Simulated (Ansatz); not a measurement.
Si(OSiH3)(F)3 (F₃H₃OSi₂), SMILES F[Si](F)(F)O[SiH3]. Atoms are numbered in the order given.

```xyz
9

F      1.5125     0.2763    -1.2837
Si     0.8113     0.2093     0.1519
F      1.7431    -0.6594     1.1149
F      0.7540     1.6982     0.7327
O     -0.6541    -0.4377     0.0569
Si    -2.2530    -0.6170    -0.3983
H     -2.3238    -0.7536    -1.8775
H     -3.0200     0.5786     0.0419
H     -2.7775    -1.8399     0.2602
```

Coordinates come from a B3LYP-D3(BJ)/def2-SVP optimisation. Other conformers were not sampled.

Two levels are set side by side: PBE-D3(BJ)/def2-SVP (Ansatz, an electronic-structure program) and B3LYP-D3(BJ)/def2-SVP (Ansatz). Each level has its own optimised geometry; the coordinates shown are those of the second. Differences are taken from unrounded values.

```
quantity              B3LYP-D3(BJ)
--------------------  ------------
mean bond length (Å)         1.566
bond F1–Si2 (Å)              1.599
bond Si2–F3 (Å)              1.597
bond Si2–F4 (Å)              1.599
bond Si2–O5 (Å)              1.605
bond O5–Si6 (Å)              1.672
bond Si6–H7 (Å)              1.487
bond Si6–H8 (Å)              1.487
bond Si6–H9 (Å)              1.485
```

Q: What does PBE-D3(BJ) give, and how far is it from B3LYP-D3(BJ)? (An estimate is asked for; the answer gives what the named calculation found.)

A: 
```json
[
 {"quantity": "mean bond length (Å)", "PBE-D3(BJ)": "1.580", "PBE-D3(BJ) minus B3LYP-D3(BJ)": "0.014"},
 {"quantity": "bond F1–Si2 (Å)", "PBE-D3(BJ)": "1.611", "PBE-D3(BJ) minus B3LYP-D3(BJ)": "0.012"},
 {"quantity": "bond Si2–F3 (Å)", "PBE-D3(BJ)": "1.608", "PBE-D3(BJ) minus B3LYP-D3(BJ)": "0.011"},
 {"quantity": "bond Si2–F4 (Å)", "PBE-D3(BJ)": "1.611", "PBE-D3(BJ) minus B3LYP-D3(BJ)": "0.012"},
 {"quantity": "bond Si2–O5 (Å)", "PBE-D3(BJ)": "1.622", "PBE-D3(BJ) minus B3LYP-D3(BJ)": "0.018"},
 {"quantity": "bond O5–Si6 (Å)", "PBE-D3(BJ)": "1.687", "PBE-D3(BJ) minus B3LYP-D3(BJ)": "0.015"},
 {"quantity": "bond Si6–H7 (Å)", "PBE-D3(BJ)": "1.501", "PBE-D3(BJ) minus B3LYP-D3(BJ)": "0.014"},
 {"quantity": "bond Si6–H8 (Å)", "PBE-D3(BJ)": "1.501", "PBE-D3(BJ) minus B3LYP-D3(BJ)": "0.014"},
 {"quantity": "bond Si6–H9 (Å)", "PBE-D3(BJ)": "1.497", "PBE-D3(BJ) minus B3LYP-D3(BJ)": "0.013"}
]
```

GGA bonds tend to be longer and softer than those of functionals with exact exchange. Differences between two approximate levels are no errors against the true value.
